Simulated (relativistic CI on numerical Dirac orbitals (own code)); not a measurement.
Tl9+: q coefficients and field-shift factors

These numbers are calculated, not measured: Dirac-Coulomb-Breit CI, separate exchange-only KLI orbitals for each configuration, derivatives by finite differences, unscaled Slater integrals, QED left out (own radial code, finite nucleus).

CI space (outside the closed core [Kr] 4d10 4f14): 5s²5p⁶5d⁴, 5s²5p⁶5d³6s, 5s²5p⁶5d³5f, 5s²5p⁵5d⁵, 5s²5p⁶5d²6s², 5s²5p⁶5d³6d, 5s²5p⁶5d²6p², 5s5p⁶5d⁵. Levels of other configurations are missing.

With x = (α/α₀)² − 1 an excitation energy changes as ω = ω₀ + qx; K = 2q/ω₀ is the relative enhancement. Terms are leading LS components, so labels can repeat. The field-shift factor is F = δν/δ⟨r²⟩ for the transition from the lowest level.

Lowest level 5s²5p⁶5d⁴ ⁵D0.

| Level | ω₀ (cm⁻¹) | q (cm⁻¹) | F (GHz/fm²) |
| --- | --- | --- | --- |
| 5s²5p⁶5d⁴ ⁵D1 | 13276.0 | 21300 | 1.49 |
| 5s²5p⁶5d⁴ ⁵D2 | 22560.2 | 30910 | 2.11 |
| 5s²5p⁶5d⁴ ⁵D3 | 28377.4 | 32900 | 2.32 |
| 5s²5p⁶5d⁴ ⁵D4 | 29775.4 | 25190 | 2.02 |
| 5s²5p⁶5d⁴ ⁵D0 | 41203.7 | 37720 | 3.29 |
| 5s²5p⁶5d⁴ ³H4 | 44108.1 | 39600 | 3.28 |
| 5s²5p⁶5d⁴ ³G3 | 49404.3 | 35150 | 3.11 |
| 5s²5p⁶5d⁴ ³F2 | 50335.4 | 31960 | 3.91 |
| 5s²5p⁶5d⁴ ³H5 | 53707.7 | 40750 | 3.71 |
| 5s²5p⁶5d⁴ ³P1 | 54481.6 | 42200 | 4.87 |
| 5s²5p⁶5d⁴ ³H6 | 57997.2 | 41920 | 3.97 |
| 5s²5p⁶5d⁴ ³G4 | 62260.9 | 43180 | 3.58 |
| 5s²5p⁶5d⁴ ³D2 | 63314.0 | 42300 | 4.32 |

At this charge energies of transitions that change n are usually good to better than 1 %, and those within a shell (Δn = 0) to a few per cent. Terms inside the open d or f shell come out 10 to 20 % too wide with unscaled integrals. Levels and lines within the n = 5 or 6 shells can be off by up to 10 % or somewhat more, and those that change n by about 2 %, since core polarisation is missing.

Q: Which transition from the lowest level has the largest |K|?

A: 5s²5p⁶5d⁴ ⁵D1 at 13276.0 cm⁻¹, K = 3.21.
